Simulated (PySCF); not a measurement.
# ECD: `C[C@@]1(C#N)C[C@@H]1[O-]`, [C$_{5}$H$_{6}$NO]-, charge -1

Molfile (atoms numbered from 1):
```
C5H6NO
     RDKit          3D

 13 13  0  0  0  0  0  0  0  0999 V2000
    1.3247    0.6491    0.2533 C   0  0  0  0  0  0  0  0  0  0  0  0
   -0.0915    0.3023   -0.1600 C   0  0  1  0  0  0  0  0  0  0  0  0
   -0.7601    1.3249   -0.8217 C   0  0  0  0  0  0  0  0  0  0  0  0
   -1.2928    2.2137   -1.3410 N   0  0  0  0  0  0  0  0  0  0  0  0
   -0.3762   -1.1417   -0.5569 C   0  0  0  0  0  0  0  0  0  0  0  0
   -0.9306   -0.7814    0.7983 C   0  0  2  0  0  0  0  0  0  0  0  0
   -2.1460   -0.6797    1.1119 O   0  0  0  0  0  0  0  0  0  0  0  0
    1.3593    1.6381    0.7132 H   0  0  0  0  0  0  0  0  0  0  0  0
    2.0067    0.6526   -0.6066 H   0  0  0  0  0  0  0  0  0  0  0  0
    1.6981   -0.0776    0.9762 H   0  0  0  0  0  0  0  0  0  0  0  0
    0.4922   -1.7902   -0.6351 H   0  0  0  0  0  0  0  0  0  0  0  0
   -1.0904   -1.2736   -1.3615 H   0  0  0  0  0  0  0  0  0  0  0  0
   -0.1978   -1.0360    1.6120 H   0  0  0  0  0  0  0  0  0  0  0  0
  1  2  1  0
  2  3  1  6
  3  4  3  0
  2  5  1  0
  5  6  1  0
  6  7  1  0
  6  2  1  0
  1  8  1  0
  1  9  1  0
  1 10  1  0
  5 11  1  0
  5 12  1  0
  6 13  1  1
M  CHG  1   7  -1
M  END
```

Theory: TDDFT wB97X-D/aug-cc-pVDZ circular dichroism and optical rotation, one conformer, gas phase in PySCF. Geometry: GFN2-xTB.

For a gas-phase anion, states above the detachment energy (about 2.4 eV, taken as minus the energy of the highest occupied orbital) lie in the continuum and depend on the basis.

Q: What are the CIP labels of the stereocentres?

A: C2 S, C6 S.

Q: Which excitations and rotatory strengths does the calculation give?

A: Rotatory strengths R in 10⁻⁴⁰ esu² cm², velocity form and length form (origin at the centre of mass); f in length form.
| state | E (eV) | λ (nm) | f | R (velocity) | R (length) | main |
| --- | --- | --- | --- | --- | --- | --- |
| 1 | 3.17 | 391 | 0.015 | -16.8 | -16.8 | HOMO→LUMO 0.77, HOMO→LUMO+2 0.10 |
| 2 | 3.56 | 349 | 0.013 | +9.5 | +10.0 | HOMO→LUMO+1 0.75, HOMO→LUMO+2 0.12 |
| 3 | 3.63 | 341 | 0.011 | +10.1 | +10.4 | HOMO→LUMO+2 0.57, HOMO→LUMO 0.14 |
| 4 | 3.85 | 322 | 0.005 | +7.9 | +8.0 | HOMO→LUMO+3 0.54, HOMO−1→LUMO 0.08 |
| 5 | 3.89 | 319 | 0.026 | +0.5 | +0.6 | HOMO−1→LUMO 0.34, HOMO−1→LUMO+2 0.24 |
| 6 | 4.23 | 293 | 0.013 | -8.5 | -7.5 | HOMO→LUMO+4 0.39, HOMO−1→LUMO+1 0.25 |
| 7 | 4.28 | 289 | 0.002 | -0.8 | -1.0 | HOMO→LUMO+5 0.50, HOMO→LUMO+4 0.20 |
| 8 | 4.34 | 285 | 0.011 | +3.3 | +4.2 | HOMO→LUMO+5 0.29, HOMO−1→LUMO+1 0.23 |
| 9 | 4.42 | 281 | 0.003 | +4.5 | +3.7 | HOMO−1→LUMO 0.41, HOMO−1→LUMO+2 0.12 |
| 10 | 4.61 | 269 | 0.005 | -12.7 | -12.4 | HOMO−1→LUMO+3 0.41, HOMO−1→LUMO+1 0.18 |
| 11 | 4.71 | 263 | 0.010 | +7.3 | +7.4 | HOMO→LUMO+7 0.33, HOMO→LUMO+6 0.31 |
| 12 | 4.92 | 252 | 0.016 | -12.3 | -12.5 | HOMO→LUMO+6 0.35, HOMO→LUMO+14 0.16 |
| 13 | 5.04 | 246 | 0.011 | -6.3 | -6.6 | HOMO−1→LUMO+4 0.48, HOMO−1→LUMO+2 0.13 |
| 14 | 5.09 | 244 | 0.003 | +2.7 | +2.8 | HOMO→LUMO+8 0.41, HOMO→LUMO+7 0.16 |
| 15 | 5.14 | 241 | 0.010 | +3.1 | +3.1 | HOMO−1→LUMO+5 0.58, HOMO−1→LUMO+3 0.17 |
| 16 | 5.21 | 238 | 0.020 | +15.9 | +16.8 | HOMO→LUMO+9 0.25, HOMO→LUMO+7 0.13 |

Among the states computed, the strongest CD band (largest |R|) is state 1. The largest dissymmetry factor in size, g = 4R/(D+G), with D and G the electric and magnetic dipole strengths, is -0.017 for state 10 (velocity form, f = 0.005), among bands with |R| over 0.5. The mirror image has the same energies and oscillator strengths and all R with the opposite sign.
